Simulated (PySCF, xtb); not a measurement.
1-ethenyl-1-fluorocyclopropane (C₅H₇F), SMILES C=CC1(F)CC1. Other conformers were not sampled.

Harmonic wavenumbers (cm⁻¹) from GFN2-xTB run with xtb at its own minimum, in rising order: 90, 230, 284, 354, 413, 494, 674, 729, 792, 888, 897, 914, 954, 1013, 1019, 1033, 1058, 1082, 1143, 1258, 1265, 1352, 1409, 1415, 1465, 1700, 3071, 3097, 3097, 3108, 3113, 3124, 3143.

What does PySCF with PBE-D3(BJ)/def2-SVP give at its own minimum? (Estimate from the structure and the level; the computed values follow.)

127, 238, 288, 355, 431, 496, 669, 713, 739, 858, 882, 886, 923, 966, 981, 993, 1011, 1028, 1136, 1234, 1290, 1292, 1365, 1385, 1427, 1670, 3068, 3069, 3085, 3096, 3164, 3174, 3192. Paired by order, the mean absolute difference is 28 cm⁻¹ and the zero-point energies are 65.3 and 64.7 kcal/mol.
